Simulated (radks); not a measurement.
Problem. The mean radii <r> (bohr) of the occupied orbitals of an atom or ion are listed with their occupations. All-electron calculation, non-relativistic Kohn-Sham, r2SCAN, spin-polarised, spherical densities, point nucleus; meta-GGA in the generalised Kohn-Sham scheme. Program: a radial shooting solver on a logarithmic mesh with Libxc functionals.

| orbital | occ. | <r> |
|---|---|---|
| 1s | 2 | 0.02747 |

Name the element and its charge. Open shells, if any, are filled with parallel spins first.

Solution. Z = 55, caesium, charge +53: Cs53+ in [He]. The 1s radius gives Z: for a bare nucleus <r> = 1.5/Z, 0.02727 bohr for Z = 55, and screening makes it slightly larger (0.02747 here). The occupations add up to 2, and the charge is Z minus that.
